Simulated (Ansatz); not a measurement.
Job for Ansatz (an electronic-structure program): R-B3LYP-D3(BJ)/def2-SVP on HCl (SMILES Cl).

Ansatz 0.2 input:
```yaml
crystal:
  periodic: [false, false, false]
  atoms:
    - {symbol: Cl, position_ang: [0.00000000, 0.00000000, 0.64000000]}
    - {symbol: H, position_ang: [0.00000000, 0.00000000, -0.64000000]}
basis:
  gaussian:
    orbitals: def2-SVP
hamiltonian:
  xc: b3lyp
  dispersion: d3bj
relax: {f_tol: 0.004, max_steps: 120}
scf: {lower_state_search: off}
```

Program output:

```
WARN ansatz: RAYON_NUM_THREADS=4 ignored (pool sized by the plan → 4); use --threads N
Functional definition: B3LYP
these checks for a lower state are left out or cut short: stability, starts, cluster_reference, orbital_swaps, neighbouring_geometries, increment
integrals: 0.00 GiB planned
224 factors; integrals over basis functions are off by at most 2.3e-4 eV
mean field: 0.06 GiB planned
mean field evaluation 1: about -12535.2820 eV, gradient 8.6e0 eV
mean field evaluation 2: about -12535.3533 eV, gradient 7.2e0 eV
mean field evaluation 4: about -12535.4705 eV, gradient 1.4e-1 eV
mean field evaluation 8: about -12535.4696 eV, gradient 6.5e-4 eV
mean field -12535.46957283 eV, -460.6700099551 hartree, gradient 9.0e-6 eV, S^2 0.000000; 0 other end points of the search recorded, 0 dependent functions left out
the calculation of the forces begins
reference -12535.46970519 eV, -460.6700148191 hartree; 9, 9 occupied and 14, 14 virtual orbitals, 224 factors
relax step   1: F+E_penalty+E_count = -12535.48486596 eV  Δ(F+E_penalty+E_count) = +0.000e0 eV  max|allowed force component| = 3.108e-1 eV/Å  Δτ_max = 0.0000 Å  (9 SCF iters, accepted)
these checks for a lower state are left out or cut short: stability, starts, cluster_reference, orbital_swaps, neighbouring_geometries, increment
integrals: 0.00 GiB planned
224 factors; integrals over basis functions are off by at most 2.3e-4 eV
mean field: 0.06 GiB planned
mean field evaluation 16: about -12535.4708 eV, gradient 7.3e-7 eV
mean field -12535.47081280 eV, -460.6700555231 hartree, gradient 7.4e-7 eV, S^2 0.000000; 0 other end points of the search recorded, 0 dependent functions left out
the calculation of the forces begins
reference -12535.47094553 eV, -460.6700604009 hartree; 9, 9 occupied and 14, 14 virtual orbitals, 224 factors
relax step   2: F+E_penalty+E_count = -12535.48610553 eV  Δ(F+E_penalty+E_count) = -1.240e-3 eV  max|allowed force component| = 1.240e-1 eV/Å  Δτ_max = 0.0029 Å  (12 SCF iters, accepted)
these checks for a lower state are left out or cut short: stability, starts, cluster_reference, orbital_swaps, neighbouring_geometries, increment
integrals: 0.00 GiB planned
224 factors; integrals over basis functions are off by at most 2.3e-4 eV
mean field: 0.06 GiB planned
mean field -12535.47105360 eV, -460.6700643722 hartree, gradient 2.7e-6 eV, S^2 0.000000; 0 other end points of the search recorded, 0 dependent functions left out
the calculation of the forces begins
reference -12535.47118657 eV, -460.6700692590 hartree; 9, 9 occupied and 14, 14 virtual orbitals, 224 factors
relax step   3: F+E_penalty+E_count = -12535.48634606 eV  Δ(F+E_penalty+E_count) = -2.405e-4 eV  max|allowed force component| = 1.929e-3 eV/Å  Δτ_max = 0.0019 Å  (11 SCF iters, accepted)
Total energy: -12535.48647903 eV, -460.6706312465 hartree
Atom 0 at     0.000000    -0.000000     0.644775 Å, force     0.000000     0.000000     0.001929 eV/Å
Atom 1 at    -0.000000     0.000000    -0.644775 Å, force    -0.000000    -0.000000    -0.001929 eV/Å
Dipole moment:    -0.000000     0.000000    -0.273124 e Å
Checks for a lower state left out: stability, starts, cluster_reference, orbital_swaps, neighbouring_geometries, increment
```

The run converged.

Cost: very roughly 0.4 core-seconds.
